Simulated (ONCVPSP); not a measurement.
## Before and after: ONCV potential for Au

| Item | Value |
| --- | --- |
| Element | Au |
| Generator | ONCVPSP 4.0.1 |
| Type | optimised norm-conserving Vanderbilt (ONCV) |
| Functional | PBE |
| Relativity | scalar-relativistic |
| Frozen core | [Kr] 4d10 4f14 |
| Valence charge | 19 |
| Reference configuration | 5s2 5p6 5d9 (charge +2) |
| Partial waves | 5s: rc 1.60 bohr, ncon 4, nbas 8, qcut 6 1/bohr, 2 projectors, debl 3.2 Ha; 5p: rc 1.15 bohr, ncon 4, nbas 8, qcut 6.2 1/bohr, 2 projectors, debl 3.5 Ha; 5d: rc 1.15 bohr, ncon 3, nbas 7, qcut 9.2 1/bohr, local |
| Local potential | the d channel |
| Core correction | none |

In the s channel the program set the typed energies aside and used -4.778, 0.050 Ha.

All-electron outer shells of the reference configuration (PBE, scalar-relativistic, ld1.x):

| shell | level (eV) | outermost node (bohr) | outermost maximum (bohr) |
| --- | --- | --- | --- |
| 4f | -102.84 | – | 0.37 |
| 5p | -81.30 | 0.52 | 0.96 |
| 5d | -27.33 | 0.56 | 1.20 |

Change: all radii scaled by about 0.86 (s 1.38, p 0.98, d 0.98 bohr). In the s channel the program set the typed energies aside and used -4.778, 0.250 Ha.

Cutoffs: the cutoffs (Ha) at which the residual kinetic energy of the hardest occupied pseudo-wave falls to 1 and 0.1 mHa per electron; they do not see the model core or the augmentation charge, which bear on the density cutoff. Errors are all-electron minus pseudo energies relative to the spin-unpolarised reference configuration.

How do hardness, ghosts and transferability respond?

The potential gets harder (141 Ha and 164 Ha → 190 Ha and 220 Ha); of the 4 tests that both files solve, the error grows in 2 and shrinks in 0 by more than 15 % and 0.3 meV (median size 7.7 → 12.0 meV); neither file shows a bound ghost. A smaller radius makes the pseudo-wave follow the all-electron one further in, where it bends more sharply, so more plane waves are needed.

```csv
quantity,base,changed
"cutoff, loose",141 Ha,190 Ha
"cutoff, tight",164 Ha,220 Ha
loose cutoff by channel,"s 15 Ha, p 141 Ha, d 20 Ha","s 67 Ha, p 190 Ha, d 22 Ha"
bound ghosts,none,none
GHOST(+) flags under 300 eV,none,none
"error for 5s2 5p6 5d10 6s1, meV [ΔE -30.62 eV]",-9.5,+21
"error for 5s2 5p6 5d10, meV [ΔE -21.21 eV]",+3.2,+4.2
"error for 5s2 5p6 5d8, meV [ΔE 33.88 eV]",-6.0,-6.5
"error for 5s2 5p6 5d7, meV [ΔE 81.59 eV]",-17,-17
```
